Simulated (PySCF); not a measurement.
Cartesian coordinates (Å):
SMILES: O=S(=O)(O)[O]
```xyz
6

O     -0.7321     1.3381     0.0464
S     -0.4067    -0.0943    -0.0386
O     -0.4447    -0.4355     1.3916
O     -1.1592    -0.8903    -0.9294
O      1.0812    -0.2197    -0.5216
H      1.6614     0.3017     0.0515
```
Charge 0, spin multiplicity 2.

**Question.** Give the dipole moment, highest occupied spin orbital and total energy at the level PBE-D3(BJ)/def2-TZVP // PBE0-D3(BJ)/def2-TZVP (PySCF).

**Answer.** 
```json
{
 "dipole_moment": "2.70 D",
 "highest_occupied_spin_orbital": "-8.16 eV",
 "total_energy": "-699.3112 Ha"
}
```
